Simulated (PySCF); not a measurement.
# One molecule, many functionals

Species: C₃H₉BrSi.
Atom-mapped SMILES: `[SiH3:1][CH2:2][CH2:3][CH2:4][Br:5]` (hydrogens: H6, H7, H8 on Si1; H9, H10 on C2; H11, H12 on C3; H13, H14 on C4)

Cartesian coordinates in Å at the PBE0-D3(BJ)/def2-SVP level; atoms count from 1:
```xyz
14
C3H9BrSi angstrom
Si    -2.1663    0.0123   -0.5204
C     -0.2870    0.0164   -0.7128
C      0.4670    0.2034    0.6035
C      1.9666    0.1447    0.4005
Br     2.9397    0.3864    2.0676
H     -2.5913   -1.1025    0.3810
H     -2.8198   -0.1667   -1.8530
H     -2.6289    1.3045    0.0744
H      0.0032   -0.9337   -1.1953
H     -0.0204    0.8149   -1.4272
H      0.1726   -0.5697    1.3327
H      0.2037    1.1720    1.0595
H      2.3193    0.9371   -0.2738
H      2.2872   -0.8257   -0.0010
```

Linear-response calculations in the def2-SVPD basis (PySCF; singlets by full response, triplets Tamm–Dancoff, core orbitals frozen in the response; HF means time-dependent Hartree–Fock). 'Strongest' is the level of largest summed f among the singlets computed (10 roots, of which the last may lack a degenerate partner); it can jump between rows when another state enters that window. S1 is the lowest singlet of each run and needn't be the same state throughout; f(S1) is that of one state. Isolated species at its PBE0-D3(BJ)/def2-SVP geometry (one conformer only). The LDA/def2-SVPD calculation is non-relativistic and has no spin–orbit coupling, an omission that weighs most on bromine.

```
functional                               kind  S1 (eV)  f(S1)  strongest (eV)  T1 (eV)  HOMO (eV)  gap (eV)  ionisation energy, ΔSCF (eV)
       LDA                                LDA     5.68  0.000            6.69     5.22      -6.75      5.40                         10.45
       PBE                                GGA     5.72  0.001            6.78     5.20      -6.63      5.47                         10.23
      PBE0  global hybrid, 25% exact exchange     6.18  0.001            7.72     5.53      -7.92      7.68                         10.89
 BHandHLYP  global hybrid, 50% exact exchange     6.44  0.000            8.26     5.78      -9.04      9.60                         10.20
 CAM-B3LYP             range-separated hybrid     6.21  0.001            8.04     5.58      -9.26      9.92                         10.27
   wB97X-D             range-separated hybrid     6.28  0.001            8.24     5.66      -9.81     11.24                         10.24
   LC-wPBE             range-separated hybrid     6.42  0.000            8.73     5.70     -10.67     12.40                         10.44
        HF                       Hartree–Fock     7.04  0.000            9.20     6.24     -10.84     13.04                   not settled
```

**Question.** What does B3LYP (global hybrid, 20% exact exchange) give?

**Answer.** S1 (eV) 6.03, f(S1) 0.001, strongest (eV) 7.58, T1 (eV) 5.45, HOMO (eV) -7.66, gap (eV) 7.16, ionisation energy, ΔSCF (eV) 10.33. S1 runs from 5.68 eV (LDA) to 7.04 eV (HF), a spread of 1.36 eV, while the orbital gap spreads over 7.6 eV. Along PBE (0%), B3LYP (20%), PBE0 (25%), BHandHLYP (50%), HF (100%) S1 rises with the share of exact exchange. −ε(HOMO) comes closest to its own ΔSCF ionisation energy with LC-wPBE (+0.23 eV) and misses most with LDA (-3.70 eV). 'Not settled' means that the ion's SCF failed to converge or may have ended in another state than the lowest.

Without π bonds the low states are Rydberg-like; a valence basis with one diffuse set may place them up to an eV too high.
